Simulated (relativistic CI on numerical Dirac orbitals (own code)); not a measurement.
Computed by Dirac-Coulomb-Breit CI, KLI orbitals optimised for each configuration, QED by a radiative potential, unscaled Slater integrals (own radial code, finite nucleus).

The strongest absorption lines from the ground level of an ion, among the configurations computed and to levels below about 2450 eV (vacuum wavelength in nm, gf): 1.5665 (0.91), 1.6492 (0.94), 2.6482 (0.11), 2.8187 (0.87), 2.8261 (0.83), 2.8468 (0.51), 2.8479 (0.42), 2.9101 (0.077).

**Question.** Which ion is it?
A. Ta53+
B. Er48+
C. Pt60+
D. Pt58+

**Answer.** D. Pt58+ has 20 electrons and the ground level 3s²3p⁶3d² ³F2; the strongest line goes to 3s²3p⁵3d³ ³F°2. The pattern of lines fixes the number of electrons, and along that sequence the line energies rise steadily with the charge (about as its square where n changes within one kind of shell, about linearly where n is kept but much faster in heavy ions where fine structure, which grows about as Z⁴, sets the gap, and irregularly where shells cross), which fixes Z. Configurations outside the model, such as inner-shell arrays, can give stronger lines. At this charge energies of transitions that change n are usually good to better than 1 %, and those within a shell (Δn = 0) to a few per cent.

LS names give the leading component of a level, which can be under half, so a name can repeat, a term be missing and a line seem to break the LS rules.
